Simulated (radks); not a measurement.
Bi52+, configuration [Ar] 3d10 4s2 4p1. All-electron calculation, non-relativistic Kohn-Sham, PBE, spin-polarised, spherical densities, point nucleus; open shells are filled with parallel spins first (spin-orbit coupling, left out, can overturn this in heavy ions); relativity is left out, which matters for an element this heavy. Program: a radial shooting solver on a logarithmic mesh with Libxc functionals.

Unscreened Slater integrals over Kohn-Sham orbitals (cm^-1). They are taken over the spin-up orbitals.

| integral | value |
|---|---|
| F0(4p,4p) | 550150 |
| F2(4p,4p) | 286190 |
| F0(4p,4s) | 545660 |
| G1(4p,4s) | 364940 |
| F0(4p,3d) | 697530 |
| F2(4p,3d) | 202460 |
| G1(4p,3d) | 65474 |
| G3(4p,3d) | 66386 |
| F0(4p,3p) | 680150 |
| F2(4p,3p) | 221300 |
| G0(4p,3p) | 58985 |
| G2(4p,3p) | 71694 |
| F0(4s,4s) | 541720 |
| F0(4s,3d) | 685100 |
| G2(4s,3d) | 61673 |
| F0(4s,3p) | 668810 |
| G1(4s,3p) | 69387 |
| F0(3d,3d) | 1280100 |
| F2(3d,3d) | 660620 |
| F4(3d,3d) | 427010 |
| F0(3d,3p) | 1169300 |
| F2(3d,3p) | 559040 |
| G1(3d,3p) | 583730 |
| G3(3d,3p) | 393330 |
| F0(3p,3p) | 1104000 |
| F2(3p,3p) | 557320 |

Derived for the open shells (J is the average intra-shell exchange parameter used in DFT+U). 4p: J = F2/5 = 57240 cm^-1.
